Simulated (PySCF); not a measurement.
Species: CH9Ge2P.
Geometry (PBE0-D3(BJ)/def2-SVP, Å), atoms numbered from 1 in this order:
```
atom  x, y, z in Å
P1     2.583    0.462    0.727
Ge2    1.051   -0.301   -0.850
C3    -0.680   -0.546    0.031
Ge4   -1.447    1.097    0.768
H5     2.108    1.810    0.699
H6     3.602    0.712   -0.245
H7     1.584   -1.653   -1.372
H8     0.897    0.668   -2.042
H9    -0.555   -1.270    0.852
H10   -1.388   -0.981   -0.693
H11   -0.563    1.608    1.923
H12   -2.869    0.836    1.302
H13   -1.513    2.186   -0.321
```

Method: PySCF 2.14.0, PBE0-D3(BJ)/def2-SVP geometry optimisation, gas phase.

Take the most abundant isotopes and a rigid rotor. The values belong to one conformer with, in the numbering `[PH2:1][GeH2:2][CH2:3][GeH3:4]`, H–P1–Ge2–C3 -78° and -172°, P1–Ge2–C3–Ge4 62°.

(1) Give the principal moments of inertia and the rotational constants in cm⁻¹.

(2) What kind of rotor is it?

(3) Is it planar, by Δ = Ic − Ia − Ib?

(4) Give the other two planar moments, Paa and Pbb, and the rms extents of the mass along the axes.

(5) Where do the levels up to J = 5 lie, in MHz?

(6) Which types of transition are allowed, and where do some lines up to J = 2 fall?

(7) Estimate the classical rotational partition function at 10 K, 50 K and 100 K.

Results:

(1) Ia = 155.14, Ib = 561.19, Ic = 677.94 u·Å²; 505379 MHz·u·Å²/I gives 3258, 900.6 and 745.5 MHz, that is A = 0.10866, B = 0.03004, C = 0.02487 cm⁻¹.

(2) An asymmetric top: κ = (2 × 900.6 − 3258 − 745.5)/(3258 − 745.5) = -0.88.

(3) Not planar: Δ = Ic − Ia − Ib = -38.39 u·Å². For a rigid frame Δ = −2 Σ m c², so Σ m c² = 19.20 u·Å² lies off the ab plane: 10.81 from hydrogen and 8.38 from heavier atoms. The atom farthest from that plane is 1.80 Å away.

(4) Paa = Σ m a² = (Ib + Ic − Ia)/2 = 541.99 and Pbb = Σ m b² = (Ia + Ic − Ib)/2 = 135.94 u·Å². With the mass M = 199.89 u, the rms extents √(P/M) along a, b and c are 1.65, 0.82, 0.31 Å.

(5) Above 0(0,0):
J = 1: 1(0,1) 1646, 1(1,1) 4003, 1(1,0) 4158
J = 2: 2(0,2) 4931, 2(1,2) 7140, 2(1,1) 7605, 2(2,1) 14676, 2(2,0) 14684
J = 3: 3(0,3) 9839, 3(1,3) 11841, 3(1,2) 12771, 3(2,2) 19614, 3(2,1) 19651, 3(3,1) 31791, 3(3,0) 31792
J = 4: 4(0,4) 16350, 4(1,4) 18101, 4(1,3) 19650, 4(2,3) 26193, 4(2,2) 26303, 4(3,2) 38390, 4(3,1) 38391, 4(4,1) 55419, 4(4,0) 55419
J = 5: 5(0,5) 24437, 5(1,5) 25913, 5(1,4) 28233, 5(2,4) 34406, 5(2,3) 34659, 5(3,3) 46643, 5(3,2) 46649, 5(4,2) 63665, 5(4,1) 63665, 5(5,1) 85561, 5(5,0) 85561
Those of J = 1 are B + C, A + C and A + B.

(6) The dipole components are |μa| = 0.26 D, |μb| = 0.87 D, |μc| = 0.21 D. Intensities carry the squares of the components, which stand as 0.09 : 1.00 : 0.06 (a : b : c). Some lines, for components of 0.1 D or more:

```csv
type,branch,"J(Ka,Kc)",MHz,lower level (cm⁻¹)
a,Q,"2(1,1) ← 2(1,2)",465,0.238
b,R,"2(0,2) ← 1(1,1)",928,0.134
a,R,"1(0,1) ← 0(0,0)",1646,0.000
c,Q,"1(1,1) ← 1(0,1)",2357,0.055
b,Q,"1(1,0) ← 1(0,1)",2512,0.055
a,R,"2(1,2) ← 1(1,1)",3137,0.134
a,R,"2(0,2) ← 1(0,1)",3285,0.055
a,R,"2(1,1) ← 1(1,0)",3447,0.139
c,R,"1(1,0) ← 0(0,0)",4158,0.000
b,R,"2(1,2) ← 1(0,1)",5494,0.055
c,Q,"2(2,1) ← 2(1,1)",7071,0.254
b,Q,"2(2,0) ← 2(1,1)",7078,0.254
b,R,"2(2,1) ← 1(1,0)",10518,0.139
c,R,"2(2,0) ← 1(1,0)",10526,0.139
b,R,"2(2,0) ← 1(1,1)",10681,0.134
```

(7) Point group C1, symmetry number σ = 1; q = (√π/σ)·√((kT/h)³/(ABC)), k/h = 20836.6 MHz/K: 3600 at 10 K, 40300 at 50 K, 114000 at 100 K.

Not checked by PBE0-D3(BJ)/def2-SVP frequencies. No vibrational averaging or centrifugal distortion is included, and the geometry carries the error of its method. A rigid rotor knows nothing of internal rotation, which can split or shift real lines.

The run took 83 s of wall time on Arm Neoverse V1, one thread, on a shared host, and the process peaked at 0.58 GiB of memory. This is the geometry optimisation.
